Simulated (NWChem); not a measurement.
System: CH5Al; SMILES [CH3][AlH2]

Results from NWChem. Geometry: optimised at PBE0/def2-SVP. Total energies compare along this basis series because the functional is fixed.

| level | basis functions | energy (Ha) | highest occupied level (eV) | orbital gap (eV) | dipole (D) |
|---|---|---|---|---|---|
| PBE/pcseg-1 | 57 | -283.2984 | -6.85 | 4.72 | 0.71 |
| PBE/aug-pcseg-1 | 95 | -283.3016 | -6.87 | 4.72 | 0.77 |
| PBE/pcseg-2 | 134 | -283.3464 | -6.84 | 4.73 | 0.75 |
| PBE/STO-3G | 19 | -279.9111 | ___ | ___ | ___ |
| PBE/def2-SVP | 57 | -283.2059 | -6.78 | 4.74 | 0.84 |

Q: Fill in the missing entries.

A: 
- PBE/STO-3G, highest occupied level (eV): -4.23
- PBE/STO-3G, orbital gap (eV): 7.39
- PBE/STO-3G, dipole (D): 0.08
